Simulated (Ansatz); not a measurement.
Program: Ansatz. Geometries: PBE0-D4/def2-TZVP. ΔE: electronic, gas phase. CCSD(T)/CBS adds triple-zeta CCSD(T) − MP2 to the extrapolated MP2 energy (def2 sets, frozen cores). This one scheme is used for every species. DFT in def2-TZVPP. For Mg outer-core shells are correlated without core-valence functions, which leaves a few kJ/mol of doubt a bond. Each species was taken in one conformer, which may not be the lowest.

`[F][Mg][Cl]` + `[SiH3]N[SiH3]` → `[SiH3][N]([SiH3])[Mg][Cl]` + H–F  (ligand exchange at a Mg–F bond)

| species | r2SCANh energy (Eh) |
| --- | --- |
| `[F][Mg][Cl]` | -760.21790 |
| `[SiH3]N[SiH3]` | -637.92938 |
| `[SiH3][N]([SiH3])[Mg][Cl]` | -1297.67327 |
| H–F | -100.44147 |

Question: Work out ΔE.

Answer: ΔE = (-1297.67327) + (-100.44147) − (-760.21790) − (-637.92938) = 0.03254 Eh = +85.4 kJ/mol. CCSD(T)/CBS gives +74.4 kJ/mol.

Largest T1 diagnostic among the species: 0.010.

From BLYP to BHLYP (50 % exact exchange), in def2-TZVPP and without D4, ΔE moves by −5.1 kJ/mol. Leaving LDA and LC-ωPBE aside and taking each functional with its dispersion term where it has one, the values, not all of them listed here, spread over 14.5 kJ/mol, from HSE06-D4 to CAM-B3LYP-D4. LDA lies −8.3 kJ/mol from PBE without D4.
